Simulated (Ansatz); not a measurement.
## BrF (bromine fluoride): entropy by statistical mechanics

A linear singlet with charge 0, relaxed at PBE0-D4/def2-TZVP (Ansatz 0.2.0):

```xyz
2

F     0.0000    0.0000    0.0232
Br    0.0000    0.0000    1.7767
```

Harmonic wavenumbers in cm⁻¹: 701.

Masses in u: F 18.998, Br 79.904. Take T = 298.15 K, p = 1 bar, R = 8.3145 J/(mol K), kT/hc = 207.22 cm⁻¹, rigid rotor and harmonic oscillator.

Task: Work out S° at 298 K.

Result: 
1. Translation (Sackur–Tetrode): S = R[3/2 ln M + 5/2 ln T − 1.1517] with M = 98.902 gives 166.2 J/(mol K).
2. Rotation: the moment of inertia is 47.194 u Å², so B = 16.8576/I = 0.3572 cm⁻¹; σ = 1; q = kT/(σhcB) = 580.1; S = R(ln q + 1) = 61.2.
3. Vibration: with u = ν̃/207.22, each mode gives R[u/(eᵘ − 1) − ln(1 − e⁻ᵘ)]; the sum is 1.3, most from 701 cm⁻¹ (1.3).
4. Electronic: R ln 1 = 0.0, from the spin multiplicity alone.
5. Sum: 166.2 + 61.2 + 1.3 + 0.0 = 228.7 J/(mol K).

No measured value is set beside it here.
